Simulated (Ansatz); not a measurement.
cyanoethylene (C₃H₃N), singlet, at a GFN2-xTB geometry; MP2/def2-SVP (Ansatz, a first-principles code).

Ansatz was given this input:
Ansatz 0.2 input:
```yaml
crystal:
  periodic: [false, false, false]
  atoms:
    - {symbol: C, position_ang: [-0.18079014, -1.61580414, 0.00036893]}
    - {symbol: C, position_ang: [0.56661727, -0.51823197, -0.00249564]}
    - {symbol: C, position_ang: [0.00984574, 0.77832356, 0.00014554]}
    - {symbol: H, position_ang: [-1.25731398, -1.56538366, 0.00488629]}
    - {symbol: H, position_ang: [0.26122400, -2.59764951, -0.00171648]}
    - {symbol: H, position_ang: [1.64864793, -0.55402136, -0.00703253]}
    - {symbol: N, position_ang: [-0.43237074, 1.83590426, 0.00224997]}
basis:
  gaussian:
    orbitals: def2-SVP
magnetization: {spin_polarized: false}
correlation: {method: mp2}
```

Output, abridged:

```
Functional definition: HF
733 factors; integrals over basis functions are off by at most 1.6e-3 eV
mean field evaluation 1: about -4613.4096 eV, gradient 3.0e1 eV
mean field evaluation 2: about -4613.4169 eV, gradient 3.0e1 eV
mean field evaluation 4: about -4615.9797 eV, gradient 4.2e0 eV
mean field evaluation 8: about -4616.0431 eV, gradient 2.5e-4 eV
mean field -4616.04312427 eV, -169.6364559504 hartree, gradient 1.6e-6 eV, S^2 0.000000; 0 other end points of the search recorded, 0 dependent functions left out; unrestricted orbitals would lower it
mean field evaluation 16: about -4616.0627 eV, gradient 1.0e-1 eV
4 core orbitals not correlated
reference -4616.04312427 eV, -169.6364559504 hartree; 10, 10 occupied and 57, 57 virtual orbitals, 733 factors
second order -14.64368709 eV of doubles, -0.00000000 eV of singles
Total energy: -4630.68681136 eV, -170.1746015251 hartree
```
